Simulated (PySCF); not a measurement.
**`InChI=1S/C3H9BSi/c1-3-2-5(3)4/h3,5H,2,4H2,1H3/t3-,5-/m0/s1`**

Molfile (atoms numbered from 1):
```
C3H9BSi
     RDKit          3D

 14 14  0  0  0  0  0  0  0  0999 V2000
    2.6261   -0.5352    0.3191 B   0  0  0  0  0  0  0  0  0  0  0  0
    0.8752    0.0447    0.7613 Si  0  0  1  0  0  4  0  0  0  0  0  0
   -0.0783    1.2450   -0.3992 C   0  0  0  0  0  0  0  0  0  0  0  0
   -0.5532   -0.1624   -0.5318 C   0  0  2  0  0  0  0  0  0  0  0  0
   -1.9463   -0.4977   -0.0760 C   0  0  0  0  0  0  0  0  0  0  0  0
    3.3720   -0.8841    1.1534 H   0  0  0  0  0  0  0  0  0  0  0  0
    3.0029   -0.5735   -0.7900 H   0  0  0  0  0  0  0  0  0  0  0  0
    0.2229    0.1456    2.0750 H   0  0  0  0  0  0  0  0  0  0  0  0
    0.4422    1.6734   -1.2429 H   0  0  0  0  0  0  0  0  0  0  0  0
   -0.7682    1.9404    0.0554 H   0  0  0  0  0  0  0  0  0  0  0  0
   -0.2820   -0.6553   -1.4584 H   0  0  0  0  0  0  0  0  0  0  0  0
   -2.6774   -0.1756   -0.8197 H   0  0  0  0  0  0  0  0  0  0  0  0
   -2.0633   -1.5703    0.0702 H   0  0  0  0  0  0  0  0  0  0  0  0
   -2.1733    0.0044    0.8615 H   0  0  0  0  0  0  0  0  0  0  0  0
  1  2  1  0
  2  3  1  0
  3  4  1  0
  4  5  1  0
  4  2  1  0
  1  6  1  0
  1  7  1  0
  2  8  1  1
  3  9  1  0
  3 10  1  0
  4 11  1  6
  5 12  1  0
  5 13  1  0
  5 14  1  0
M  END
```

Method: TDDFT PBE0/def2-SVPD circular dichroism and optical rotation, one conformer, gas phase in PySCF 2.14.0. Geometry: GFN2-xTB.

States above about 6.6 eV (minus the energy of the highest occupied orbital) lie near or above the ionisation threshold and depend on the basis.

Q: Draw the ECD and absorption spectra from the lowest 8 states, each a Gaussian of half-width 0.35 eV at 1/e height.

A: 
| E (eV) | λ (nm) | Δε (L mol⁻¹ cm⁻¹) | ε (L mol⁻¹ cm⁻¹) |
| --- | --- | --- | --- |
| 3.38 | 367 | +0.05 | 1590 |
| 3.48 | 357 | +0.10 | 3320 |
| 3.58 | 347 | +0.17 | 5880 |
| 3.68 | 337 | +0.27 | 8840 |
| 3.78 | 328 | +0.37 | 11300 |
| 3.88 | 320 | +0.49 | 12300 |
| 3.98 | 312 | +0.66 | 11400 |
| 4.08 | 304 | +0.96 | 8960 |
| 4.18 | 297 | +1.44 | 6100 |
| 4.28 | 290 | +2.04 | 3660 |
| 4.38 | 283 | +2.59 | 2030 |
| 4.48 | 277 | +2.85 | 1140 |
| 4.58 | 271 | +2.71 | 690 |
| 4.68 | 265 | +2.26 | 454 |
| 4.78 | 260 | +1.72 | 310 |
| 4.88 | 254 | +1.28 | 220 |
| 4.98 | 249 | +1.01 | 169 |
| 5.08 | 244 | +0.85 | 140 |
| 5.18 | 240 | +0.72 | 117 |
| 5.28 | 235 | +0.55 | 90.8 |
| 5.38 | 231 | +0.38 | 63.9 |
| 5.48 | 226 | +0.23 | 43.8 |
| 5.58 | 222 | +0.09 | 38 |
| 5.68 | 218 | -0.09 | 56.8 |
| 5.78 | 215 | -0.43 | 122 |
| 5.88 | 211 | -1.02 | 279 |
| 5.98 | 207 | -1.91 | 593 |
| 6.08 | 204 | -3.02 | 1130 |
| 6.18 | 201 | -4.21 | 1890 |
| 6.28 | 198 | -5.42 | 2780 |
| 6.38 | 194 | -6.66 | 3600 |
| 6.48 | 191 | -7.84 | 4140 |

Δε uses R in velocity form, ε uses f in length form. Only the states computed contribute, so the short-wavelength end is incomplete.
